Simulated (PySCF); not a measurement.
## Correlation energy of Mn (manganese, neutral)

[Ar] 3d4 4s2 5s1, high-spin 6D determinant (an excited configuration). Calculation: PySCF 2.14, in aug-cc-pwCVTZ (10s9p7d4f3g, 127 functions); the non-relativistic Hamiltonian (point nucleus). Frozen: [Ne]; 15 electrons correlated.

MP2 pair energies summed by pair of shells (mhartree):

| pair | energy | share (%) |
| --- | --- | --- |
| 3p-3d | -174.19 | 34.4 |
| 3p-3p | -115.47 | 22.8 |
| 3s-3p | -44.96 | 8.9 |
| 3d-3d | -44.20 | 8.7 |
| 3s-3d | -30.58 | 6.0 |
| 3d-4s | -27.94 | 5.5 |
| 3p-4s | -26.64 | 5.3 |
| 4s-4s | -25.51 | 5.0 |
| 3s-3s | -6.59 | 1.3 |
| 4s-5s | -5.37 | 1.1 |
| 3s-4s | -2.30 | 0.5 |
| 3p-5s | -1.06 | 0.2 |
| 3d-5s | -0.93 | 0.2 |
| 3s-5s | -0.09 | 0.0 |

Total MP2 correlation energy: -505.84 mhartree.

Same-spin part -160.54 and opposite-spin part -345.31 mhartree; SCS-MP2 scales them by 1/3 and 6/5 to -467.88 mhartree.
